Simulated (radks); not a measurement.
Problem. The mean radii <r> (bohr) of the occupied orbitals of an atom or ion are listed with their occupations. Method: Dirac Kohn-Sham, PBEsol, spin-unpolarised, spherical densities, point nucleus; computed with a radial shooting solver on a logarithmic mesh with Libxc functionals.

| orbital | occ. | <r> |
|---|---|---|
| 1s1/2 | 2 | 0.02191 |
| 2s1/2 | 2 | 0.09277 |
| 2p1/2 | 2 | 0.07747 |
| 2p3/2 | 4 | 0.08431 |
| 3s1/2 | 2 | 0.2441 |
| 3p1/2 | 2 | 0.2337 |
| 3p3/2 | 4 | 0.2468 |
| 3d3/2 | 4 | 0.2188 |
| 3d5/2 | 6 | 0.2229 |
| 4s1/2 | 2 | 0.5530 |
| 4p1/2 | 2 | 0.5649 |
| 4p3/2 | 4 | 0.5945 |
| 4d3/2 | 4 | 0.6304 |
| 4d5/2 | 6 | 0.6408 |
| 5s1/2 | 2 | 1.332 |
| 5p1/2 | 2 | 1.490 |
| 5p3/2 | 4 | 1.582 |
| 4f5/2 | 6 | 0.8573 |
| 4f7/2 | 1 | 0.8695 |
| 5d3/2 | 1 | 2.331 |

Name the element and its charge. Open shells, if any, fill j = l - 1/2 first.

Solution. Z = 64, gadolinium, charge +2: Gd2+ in [Xe] 4f7 5d1. The 1s radius gives Z: for a bare nucleus <r> = (2 gamma + 1)/(2Z) with gamma = sqrt(1 - (Z/c)^2), 0.02163 bohr for Z = 64, and screening makes it slightly larger (0.02191 here). The occupations add up to 62, and the charge is Z minus that.
